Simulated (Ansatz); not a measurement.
`[As]#[As]`. The species carries charge 0 and has multiplicity 1. All single points use the PBE0-D4/def2-TZVP geometry.

```xyz
2

As   -0.483    0.601    0.705
As    0.483   -0.601   -0.705
```

What is the dipole moment at PBE/def2-TZVPP? (Estimate.)

Computed: 0.00 D, zero by symmetry or nearly so.

Give the Mulliken charges with PBE, r2SCAN, ωB97M-V in def2-TZVPP. (An estimate is asked.)

The calculation gave: 
```csv
atom,PBE,r2SCAN,ωB97M-V
As1,0.00,0.00,0.00
As2,0.00,0.00,0.00
```
